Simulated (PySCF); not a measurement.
In(Br)(OH)2 (BrH₂InO₂), SMILES [In]([OH])([OH])[Br]. Atoms are numbered in the order given.

```xyz
6

In    -0.0021     0.6714     0.0000
Br    -0.0178    -1.8141     0.0000
O     -1.7353     1.6575     0.0000
H     -1.5780     2.6139     0.0000
O      1.7131     1.7017     0.0000
H      2.4806     1.1110     0.0000
```
Charge 0, spin multiplicity 1.

The structure is a stationary point at B3LYP-D3(BJ)/def2-SVP. The structure was generated by enumeration; whether it is a known compound was not checked. The def2 effective core potentials stand for the cores of In; spin–orbit coupling is left out. The values are those of a single conformer.

Level of theory: PBE/def2-TZVP in PySCF.

ESP charges are fitted to the potential on shells at 1.4 to 2.0 van der Waals radii. Atomic charges (e):

```csv
atom,ESP fit,Mulliken,Löwdin
In1,0.79,0.85,(withheld)
Br2,-0.24,-0.32,(withheld)
O3,-0.67,-0.57,(withheld)
H4,0.41,0.31,(withheld)
O5,-0.63,-0.58,(withheld)
H6,0.33,0.31,(withheld)
```

Some entries are withheld; supply them. (An estimate is asked for; the answer gives what the named calculation found.)


- In1, Löwdin: 0.11
- Br2, Löwdin: 0.11
- O3, Löwdin: -0.27
- H4, Löwdin: 0.17
- O5, Löwdin: -0.28
- H6, Löwdin: 0.17
